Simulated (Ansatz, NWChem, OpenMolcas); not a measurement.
# BH3O3 (boric acid): methods side by side

The species is BH3O3 (7 atoms), meant as a singlet with charge 0. SMILES: `OB(O)O`. Geometry: relaxed at PBE0-D4/def2-TZVP. This is a higher conformer, about 20 kJ/mol above the lowest found by a separate search.

Each level gives the electronic atomisation energy (eV). The values are calculated. Electronic energies at fixed atoms, without zero-point motion or spin-orbit coupling.

```json
{"level": "HF/def2-SVPD", "kind": "Hartree–Fock", "program": "OpenMolcas", "value (eV)": "22.99", "less CCSD(T)/def2-SVPD": "-7.30"}
{"level": "SVWN5/def2-SVPD", "kind": "LDA", "program": "Ansatz", "value (eV)": "37.23", "less CCSD(T)/def2-SVPD": "+6.94"}
{"level": "BLYP/def2-SVPD", "kind": "GGA", "program": "Ansatz", "value (eV)": "31.79", "less CCSD(T)/def2-SVPD": "+1.50"}
{"level": "PBE/def2-SVPD", "kind": "GGA", "program": "OpenMolcas", "value (eV)": "32.56", "less CCSD(T)/def2-SVPD": "+2.27"}
{"level": "TPSS/def2-SVPD", "kind": "meta-GGA", "program": "OpenMolcas", "value (eV)": "31.31", "less CCSD(T)/def2-SVPD": "+1.02"}
{"level": "r2SCAN/def2-SVPD", "kind": "meta-GGA", "program": "OpenMolcas", "value (eV)": "32.01", "less CCSD(T)/def2-SVPD": "+1.72"}
{"level": "M06-2X/def2-SVPD", "kind": "hybrid meta-GGA", "program": "NWChem", "value (eV)": "32.10", "less CCSD(T)/def2-SVPD": "+1.81"}
{"level": "HSE06/def2-SVPD", "kind": "range-separated hybrid", "program": "Ansatz", "value (eV)": "31.72", "less CCSD(T)/def2-SVPD": "+1.43"}
{"level": "PBE-QIDH/def2-SVPD", "kind": "double hybrid", "program": "Ansatz", "value (eV)": "31.35", "less CCSD(T)/def2-SVPD": "+1.06"}
{"level": "CCSD(T)/def2-SVPD", "kind": "coupled cluster or CI", "program": "Ansatz", "value (eV)": "30.29", "less CCSD(T)/def2-SVPD": "0.00"}
```

Differences are taken from CCSD(T)/def2-SVPD for orientation; it has basis-set and higher-order errors of its own. The values span 22.99 to 37.23 eV.
